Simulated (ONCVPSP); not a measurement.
## Potentials for barium compared

Generated with ld1.x 7.5 (TM, RRKJ, ultrasoft, PAW), atompaw 4.2 or ONCVPSP 4.0.1. The cutoff is in Ry: for ld1.x and atompaw files where the sum of valence levels is converged to 10 mRy in a Bessel basis, for ONCV files where the hardest occupied wave has 1 mHa per electron of residual kinetic energy. The error is the largest all-electron minus pseudo excitation energy over each file’s own four to seven test configurations (ionisations up to +4, promotions, holes and added fractions of an electron), all of which were solved. The labels leave out finer settings (local radius, basis sizes, second energies), which also bear on the numbers. Spin-polarised tests are not counted. The rows are a selection from randomly drawn settings: files with unsolved tests, undetermined cutoffs or missed reference levels are left out.

A true bound ghost makes a file unfit for plane-wave use even where its test errors are small: the radial tests pick states by their node count and pass the ghost by.

| potential | cutoff (Ry) | largest error (meV) | bound ghosts |
| --- | --- | --- | --- |
| ONCV, PBEsol, scalar-relativistic, rc 3.15/3.10/2.95 (spd), local d, core correction no, reference 5s2 5p6 6s1 6p1, qcut 4.3/4.9/3.8, projectors 2/3/0 | 9 | -2.0 | none |
| ONCV, LDA (Perdew-Wang 92), scalar-relativistic, rc 2.50/1.95/1.95 (spd), local smoothed, core correction no, reference 5s2 5p6 6s1, qcut 5.2/3.4/4.3, projectors 2/2/3 | 77 | -1.1 | d |
| ONCV, PBE, scalar-relativistic, rc 2.90/2.85/2.25 (spd), local smoothed, core correction yes, reference 5s2 5p6 6s1 6p1, qcut 5.2/5.1/3.7, projectors 2/2/2 | 15 | -1.7 | none |
| ONCV, PBE, scalar-relativistic, rc 2.80/1.80/2.20 (spd), local smoothed, core correction yes, reference 5s2 5p6 6s1.75, qcut 4/5.2/4.3, projectors 2/2/2 | 24 | -5.3 | none |

Fill in the row for Ba: ONCV, PBE, scalar-relativistic, rc 2.40/3.70/3.05 (spd), local smoothed, core correction yes, reference 5s2 5p6 6s1.75 6p0.25, qcut 5.1/3.3/3.4, projectors 2/2/2.

cutoff 18 Ry, largest error -15 meV, bound ghosts: none.

Fill in the row for Ba: ONCV, PBEsol, fully relativistic, rc 2.10/2.55/2.35 (spd), local smoothed, core correction yes, reference 5s2 5p6 6s1.5, qcut 4.9/6/3.7, projectors 2/3/1.

cutoff 23 Ry, largest error -21 meV, bound ghosts: s.
